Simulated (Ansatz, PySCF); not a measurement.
The pair A = CH4 (SMILES C) (first 5 atoms), B = CH2O (SMILES C=O); geometry from B3LYP-D3(BJ)/def2-TZVP.
(charge 0, multiplicity 1):
```xyz
9

C     -0.0233    -0.0032     0.1122
H     -0.9238    -0.6167     0.1350
H      0.6109    -0.2487     0.9628
H      0.5175    -0.1959    -0.8134
H     -0.3009     1.0500     0.1517
C     -0.2573     0.0678     3.7862
O      0.8474    -0.3521     3.5812
H     -0.6474     0.2116     4.8122
H     -0.9445     0.3338     2.9608
```

Cores are frozen in the correlated methods. Rows in 6-31G* carry no dispersion term and start afresh at each structure (6-31G* with six Cartesian d functions).

The values were computed with Ansatz (a first-principles code) with Gaussian orbitals; PySCF for 6-31G* rows. Each number belongs to the level named beside it.

Total energies (hartree), monomers frozen at their geometry in the pair:

| structure | HF/6-31G* | B3LYP/def2-TZVPPD | MP2/aug-cc-pVDZ |
|---|---|---|---|
| AB | -154.0612444 | -155.0951466 | -154.5878715 |
| A in the pair's basis | -40.1951371 | -40.5391758 | -40.3680567 |
| B in the pair's basis | -113.8665696 | -114.5559809 | -114.2185779 |
| A | -40.1950698 | -40.5391463 | -40.3675245 |
| B | -113.8655446 | -114.5559469 | -114.2179627 |

Task: Work out the interaction energy without and with the counterpoise correction, and the superposition error, for each level.

Result: 
E(AB) − E(A) − E(B), times 627.509 kcal/mol, with the monomers in their own basis and then in the pair's basis:
- HF/6-31G*: -0.40 uncorrected, 0.29 corrected; the monomers gain 0.69 kcal/mol from borrowed functions
- B3LYP/def2-TZVPPD: -0.03 uncorrected, 0.01 corrected; the monomers gain 0.04 kcal/mol from borrowed functions
- MP2/aug-cc-pVDZ: -1.50 uncorrected, -0.78 corrected; the monomers gain 0.72 kcal/mol from borrowed functions
